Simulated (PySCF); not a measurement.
F2Sb, multiplicity 2. Atoms are numbered in the order given.

```xyz
3

Sb     0.0000     0.0000     0.3375
F      0.0000    -1.4197    -0.9562
F      0.0000     1.4197    -0.9562
```
Charge 0, spin multiplicity 2.

The structure is a stationary point at B3LYP-D3(BJ)/def2-TZVP. The multiplicity is an assumed one; other spin states were not compared. The isomer is the one that the SMILES or the coordinates give; other isomers of the formula were not compared. The def2 effective core potentials stand for the cores of Sb; spin–orbit coupling is left out.

These are r2SCAN/def2-TZVPD (PySCF) values and carry that method's errors.

Isolated molecule, no solvent.

```
Property                                                                                                         Value
---------------------------------------------------------------------------------------------  -----------------------
total energy                                                                                        -440.09274 hartree
point group                                                                                                        C2v
α spin, highest occupied and lowest empty level                                                     -5.57 and -2.52 eV
β spin, highest occupied and lowest empty level                                                     -9.15 and -3.58 eV
dipole moment                                                                                                   3.12 D
quadrupole, principal values (traceless, Buckingham form, about the centre of nuclear charge)    -3.39, 0.73, 2.65 D·Å
mean static polarisability                                                                        40.1 bohr³ (5.94 Å³)
polarisability, principal values                                                                39.1, 40.0, 41.1 bohr³
⟨S²⟩                                                                                           0.756 (pure state 0.75)
```
